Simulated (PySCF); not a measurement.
From one molecule to another.

First species: C7H13F.
Numbering: `[CH3:1][C:2]([CH3:3])([CH3:4])[C@@H:5]1[CH2:6][C@H:7]1[F:8]` (hydrogens: H9, H10, H11 on C1; H12, H13, H14 on C3; H15, H16, H17 on C4; H18 on C5; H19, H20 on C6; H21 on C7)

Second species: BeI₂.
SMILES: `[I][Be][I]`

Levels: wB97X-D/def2-SVPD for dipole moment, HOMO energy, LUMO energy, HOMO–LUMO gap and static isotropic polarisability; TDDFT wB97X-D/def2-SVPD for lowest singlet excitation; TDA wB97X-D/def2-SVPD for lowest triplet excitation (Tamm–Dancoff); ΔSCF wB97X-D/def2-SVPD for vertical ionisation energy; PBE0-D3(BJ)/def2-SVP for smallest rotational constant. Geometries: PBE0-D3(BJ)/def2-SVP. Each species is one conformer at its optimised geometry, gas phase (atoms past krypton carry core potentials, spin–orbit coupling is left out). Electronic properties by PySCF.

The conformers computed, where there is a choice (atom-mapped SMILES and torsion angles):
- `[CH3:1][C:2]([CH3:3])([CH3:4])[C@@H:5]1[CH2:6][C@H:7]1[F:8]`: C1–C2–C5–C6 39°

(1) Which has the higher HOMO energy?

(2) Which of the two has the higher smallest rotational constant, and by how much?

(3) Which of the two has the higher S1 energy, and by how much?

(4) Which of the two has the higher T1 energy, and by how much?

(5) Which of the two has the higher HOMO–LUMO gap, and by how much?

(6) Which of the two has the higher static isotropic polarisability, and by how much?

(7) Which has the higher LUMO energy?

(8) Which has the higher dipole moment?

Results:

(1) The second: -9.71 eV against -9.83 eV, a difference of 0.12 eV.

(2) The first: 1.214 GHz against 0.424 GHz, a difference of 0.790 GHz.

(3) The first: 8.12 eV against 5.74 eV, a difference of 2.38 eV.

(4) The first: 7.88 eV against 5.44 eV, a difference of 2.44 eV.

(5) The first: 12.09 eV against 10.29 eV, a difference of 1.80 eV.

(6) The second: 86.8 au against 82.8 au, a difference of 4.0 au.

(7) The first: 2.26 eV against 0.58 eV, a difference of 1.68 eV.

(8) The first: 1.94 D against 0.00 D, a difference of 1.94 D.

On the first: The polarisability is 12.27 Å³ as a volume (1 au = 0.148185 Å³), or 1.29 au for each of the 64 electrons. In atomic units the dipole is 0.76 e·bohr (1 au = 2.5417 D).

On the second: Point group D∞h forbids a permanent dipole, so the rigid molecule has no electric-dipole pure rotational spectrum. The principal polarisabilities are 70.9, 70.9 and 118.4 au; their mean is the isotropic value. Atoms past krypton carry effective core potentials; spin–orbit coupling is left out.
